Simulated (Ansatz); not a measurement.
Basis-set extrapolation for C$_{2}$H$_{6}$OSi, SMILES `C1C[SiH2]O1` (PBE0-D4/def2-TZVP geometry, frozen core, Ansatz). Multiplicity 1, RHF reference.

```
                      def2-TZVPP   def2-QZVPP
                 HF  -443.107611  -443.124218
    MP2 correlation    -0.696085    -0.745597
CCSD(T) correlation    -0.760668      not run
```

Energies in hartree. Use E(X) = E(∞) + A·exp(−7.88·√X) for Hartree–Fock and E(X) = E(∞) + B·X^(−2.97) for correlation, with X = 3 and 4, and add CCSD(T) minus MP2 of the smaller set to the MP2 limit.

What is the CCSD(T) energy at the basis-set limit?

HF limit: -443.124218 + (-0.016607) × 0.13774 = -443.12651. MP2 limit: -0.745597 + (-0.049512) × 0.74074 = -0.78227. Higher-order term: -0.760668 − (-0.696085) = -0.06458. Total: -443.97336 hartree, 65.9 kcal/mol below CCSD(T)/def2-TZVPP.
